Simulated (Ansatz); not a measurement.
MoO2F2, relaxed as a singlet with RKS PBE-D4/def2-SVP in Ansatz, starting from the GFN2-xTB geometry. Force threshold 0.02 eV/Å.

In the def2 sets Mo takes a core potential; there is no spin–orbit coupling.

Start:

```xyz
5

Mo   -0.028   -0.002   -0.018
O    -1.525    0.350    0.530
O    -0.057   -0.487   -1.577
F     0.639   -1.300    0.962
F     0.971    1.439    0.104
```

```tsv
step	energy (eV)	largest force component (eV/Å)	SCF passes
1	-11373.1959	4.038	28
2	-11373.7459	0.527	39
3	-11373.7641	0.170	31
4	-11373.7645	0.021	33
5	-11373.7645	0.001	20
```

Force components are those of the run's own axes.

End:

```xyz
5

Mo   -0.0060   -0.0005   -0.0040
O    -1.5805    0.3455    0.4926
O    -0.1135   -0.4916   -1.6141
F     0.6733   -1.3860    1.0196
F     1.0266    1.5326    0.1059
```

By distances, no bond broke or formed. The bond that changes most is Mo1–F5, from 1.76 to 1.85 Å (atoms count from 1).

No frequencies were taken in this run, so the end may be a saddle point.

Run time 4.4 s (4 threads of Arm Neoverse V1 on a shared host).
